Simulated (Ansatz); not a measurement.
A trace of molecular dynamics of B2H5NO (9 atoms, charge 0, multiplicity 1).

All numbers below come from RKS PBE0-D4/def2-SVP (Ansatz).

```
ensemble        : NVT, Nosé–Hoover chain
set temperature : 1000 K
thermostat      : time constant 100 fs, chain length 3 (defaults)
seed            : 819984
```

```csv
time (fs),T (K),potential energy less start (eV),conserved less start (meV/atom)
0,1000,0.000,0.00
3,723,0.253,0.22
6,506,0.449,0.18
9,372,0.571,0.15
12,382,0.563,0.19
15,478,0.477,0.17
18,548,0.415,0.14
21,592,0.378,0.13
24,500,0.466,0.25
27,590,0.387,0.08
30,505,0.469,0.22
33,549,0.433,0.15
36,503,0.479,0.19
39,541,0.450,0.15
42,521,0.474,0.20
45,497,0.501,0.13
48,433,0.565,0.22
51,546,0.468,0.17
54,620,0.410,0.14
57,625,0.415,0.19
60,641,0.411,0.20
63,631,0.430,0.10
66,484,0.574,0.20
69,395,0.662,0.26
72,518,0.559,0.16
75,652,0.449,0.16
```

**Question.** Can this run be trusted? Judge the integration.

**Answer.** The conserved energy stayed within 0.27 meV per atom of its start (net change 0.16 meV per atom), so the integration is sound. The mean temperature of the second half is 46 % below the set value. A run of 0.075 ps of so small a system gives no equilibrium averages. The time step was 0.5 fs.

Run time: 7.9 min on 1 thread of Arm Neoverse N1, with other jobs on the host, peak memory 0.13 GiB.
